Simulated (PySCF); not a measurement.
Compound: C2H7NP2Si.
Bonds: C1–C2 (triple), C2–Si3, Si3–N4, Si3–P5, Si3–P6. Hydrogens: H7 on C1; H8, H9 on N4; H10, H11 on P5; H12, H13 on P6.

A GFN2-xTB structure with every atom displaced at random (by about 0.01 Å) was refined with PBE0-D3(BJ)/def2-SVP geometry optimisation, gas phase in PySCF. Values at the start:

| coordinate | start |
| --- | --- |
| C1≡C2 | 1.188 Å |
| C1–H7 | 1.072 Å |
| C2–Si3 | 1.873 Å |
| Si3–N4 | 1.685 Å |
| Si3–P5 | 2.276 Å |
| N4–H8 | 1.023 Å |
| P5–H10 | 1.402 Å |
| P6–H13 | 1.365 Å |
| C1–C2–Si3 | 176.6° |
| C2–Si3–N4 | 114.9° |
| C2–Si3–P5 | 110.4° |
| N4–Si3–P5 | 103.2° |
| P5–Si3–P6 | 112.4° |

**Question.** How do these coordinates change at the PBE0-D3(BJ)/def2-SVP level?

**Answer.** 
```json
{"coordinate": "P6–H13", "PBE0-D3(BJ)/def2-SVP (Å or °)": "1.430", "change": "+0.065"}
{"coordinate": "Si3–N4", "PBE0-D3(BJ)/def2-SVP (Å or °)": "1.727", "change": "+0.042"}
{"coordinate": "C1≡C2", "PBE0-D3(BJ)/def2-SVP (Å or °)": "1.219", "change": "+0.031"}
{"coordinate": "C2–Si3", "PBE0-D3(BJ)/def2-SVP (Å or °)": "1.844", "change": "-0.029"}
{"coordinate": "P5–H10", "PBE0-D3(BJ)/def2-SVP (Å or °)": "1.430", "change": "+0.028"}
{"coordinate": "Si3–P5", "PBE0-D3(BJ)/def2-SVP (Å or °)": "2.262", "change": "-0.014"}
{"coordinate": "N4–H8", "PBE0-D3(BJ)/def2-SVP (Å or °)": "1.015", "change": "-0.008"}
{"coordinate": "C1–H7", "PBE0-D3(BJ)/def2-SVP (Å or °)": "1.076", "change": "+0.004"}
{"coordinate": "P5–Si3–P6", "PBE0-D3(BJ)/def2-SVP (Å or °)": "107.7", "change": "-4.7"}
{"coordinate": "N4–Si3–P5", "PBE0-D3(BJ)/def2-SVP (Å or °)": "107.5", "change": "+4.3"}
{"coordinate": "C1–C2–Si3", "PBE0-D3(BJ)/def2-SVP (Å or °)": "179.8", "change": "+3.2"}
{"coordinate": "C2–Si3–N4", "PBE0-D3(BJ)/def2-SVP (Å or °)": "114.1", "change": "-0.8"}
{"coordinate": "C2–Si3–P5", "PBE0-D3(BJ)/def2-SVP (Å or °)": "110.0", "change": "-0.4"}
```

The energy falls by 26.4 kJ/mol over 11 energy and gradient evaluations, the largest force component goes from 0.0686 to 3.0e-04 Eh/bohr, and the atoms move by 0.148 Å rms after alignment. The bond that changes most is P6–H13 (three-coordinate phosphorus to P–H hydrogen), which lengthens by 0.065 Å. Bonds longer at the end by more than 0.005 Å: 8 of 12; shorter: 3. Among the dihedrals that turn most is C2–Si3–P6–H12, from 40° to 55°. Rotational constants go from 1598, 1512, 1087 to 1549, 1534, 1111 MHz.

The run used 131 basis functions and 75 SCF cycles in all. On Arm Neoverse V2, one thread, no GPU, shared host, this took 83 s of wall time and 0.53 GiB of memory at its peak.

No PBE0-D3(BJ)/def2-SVP frequencies stand behind this structure, so it isn't proved a minimum. The numbers are those of one conformer.
